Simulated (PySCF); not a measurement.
## How methods differ on the interval between two levels of Pt²⁺

Pt²⁺ [Xe] 4f14 5d8 [3F4, M_J = 4] → Pt²⁺ [Xe] 4f14 5d7 6s1 [5F5, M_J = 5], as a difference of total energies. Calculation: PySCF 2.14, in x2c-SVPall-2c with one added diffuse shell each of s, d type (8s9p10d2f, 99 functions); the two-component X2C-1e Hamiltonian. Correlated levels: [Kr] 4d10 4f14 frozen; the 22 highest virtual spinors dropped. "Screened" scales the spin-orbit matrix elements by Boettger's factors to mimic the two-electron term; Breit and QED terms are absent.

| method | interval between two levels (cm⁻¹) |
| --- | --- |
| GHF (spin-free) | 21664 |
| GMP2 (spin-free) | 25461 |
| GHF (screened spin-orbit) | 19295 |
| GMP2 (screened spin-orbit) | 23036 |

The labels give the starting determinants; with spin-orbit coupling the two ends relaxed to ⟨J²⟩ = 20.01, ⟨L²⟩ = 12.44, ⟨S²⟩ = 2.06 and ⟨J²⟩ = 30.01, ⟨L²⟩ = 13.01, ⟨S²⟩ = 5.70.
